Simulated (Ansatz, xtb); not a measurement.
C3H4F2Se: which of two isomers lies lower

Structure a is `C[Se]C=C(F)F`, a singlet and structure b is `FC1(F)CC[Se]1`, a singlet. Both are isolated molecules in the gas phase, relaxed with B3LYP/def2-SVP; the shapes shown needn't be the lowest conformers.

a (Å):

```xyz
10

C     1.4397    0.4979    2.4309
C    -0.3552   -0.4073    0.3069
C    -0.4768   -1.5630   -0.3470
F    -0.5479   -2.7572    0.1967
F    -0.5591   -1.6589   -1.6608
Se   -0.3544   -0.2826    2.2102
H     1.5139    1.4513    1.8904
H     2.2092   -0.2033    2.0823
H     1.5647    0.6798    3.5078
H    -0.3200    0.5039   -0.2949
```

b (Å):

```xyz
10

C    -1.7334    2.4482   -0.2361
C    -0.9938    1.2738   -0.8842
C     0.4468    1.5775   -0.4237
F    -2.5018    2.0884    0.8150
F    -2.5317    3.1393   -1.0732
Se   -0.0437    3.3785    0.2877
H    -1.3932    0.3052   -0.5451
H    -1.1038    1.3389   -1.9762
H     0.8112    0.9249    0.3799
H     1.1914    1.6311   -1.2278
```

Problem. Estimate which is lower in electronic energy at CCSD(T)/def2-SVP + ΔMP2/def2-TZVPP, and by roughly how much.

Solution. The CCSD(T)/def2-SVP + ΔMP2/def2-TZVPP calculation puts structure b lower, by 11.9 kcal/mol.

The same difference at several levels:

```tsv
level	geometry	E(b) − E(a) (kcal/mol)	departure from the last row (kcal/mol)	job, with rough time for the two
B3LYP/def2-SVP	B3LYP/def2-SVP	−8.6	+3.3	optimisation, 1.7 min
HF/def2-SVP	B3LYP/def2-SVP	−7.5	+4.4	part of the CCSD(T) run
MP2/def2-SVP	B3LYP/def2-SVP	−11.3	+0.5	part of the CCSD(T) run
CCSD(T)/def2-SVP	B3LYP/def2-SVP	−10.7	+1.2	single point
CCSD(T)/def2-SVP + ΔMP2/def2-TZVPP	B3LYP/def2-SVP	−11.9		single point, 84 s
```

As drawn, b has 2 C–C in place of 1 C=C. Structure a has no ring, b a 4-membered ring.

The levels shown agree on the order. The largest departure from CCSD(T)/def2-SVP + ΔMP2/def2-TZVPP is that of HF/def2-SVP, 4.4 kcal/mol. Levels run at GFN2-xTB geometries aren't shown. The last row adds to CCSD(T) the change of the MP2 difference between the two basis sets, here −1.2 kcal/mol.

With thermal terms from frequencies at re-optimised GFN2-xTB minima (ideal gas, soft modes damped towards free rotors, one conformer each, 298.15 K, 1 atm): the zero-point term adds +2.0 kcal/mol; ΔH is −10.7 and ΔG −8.6 kcal/mol.

The correlated steps freeze 14 core orbitals; the filled d shell of Se is correlated, in a basis made for valence electrons. Codes used: Ansatz 0.2.0, xtb 6.7.1; the last row on 2 threads of Arm Neoverse V2 on a shared host.
